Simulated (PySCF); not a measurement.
Species: pyrazole, C₃H₄N₂, net charge 0, singlet state. 
Geometry from a B3LYP-D3(BJ)/def2-TZVP (Ansatz) optimisation:
```
C
N 1 1.3538
H 2 1.0047 1 127.82
N 2 1.3442 3 119.07 1 180.00
C 4 1.3274 2 104.37 3 -180.00
H 1 1.0766 2 122.01 3 0.00
C 1 1.3768 6 131.82 2 180.00
H 7 1.0758 1 127.18 6 0.00
H 5 1.0780 4 119.70 2 -180.00
```

Dispersion corrections to the total energy (kcal/mol) from the dftd3 and dftd4 libraries through PySCF: D3(BJ) without and D4 with the three-body term, each with the damping fitted for the functional named.

```csv
functional,D3(BJ),D4
HSE06,-2.50,___
B2GP-PLYP,-2.36,-1.68
TPSSh,___,-5.09
B2PLYP,-3.22,-2.87
LC-wPBE,-3.73,-4.58
TPSS,-5.21,___
B3LYP,-7.22,-6.69
```

**Question.** Fill in the missing entries.

**Answer.** 
- HSE06, D4: -3.13
- TPSSh, D3(BJ): -4.71
- TPSS, D4: -5.65
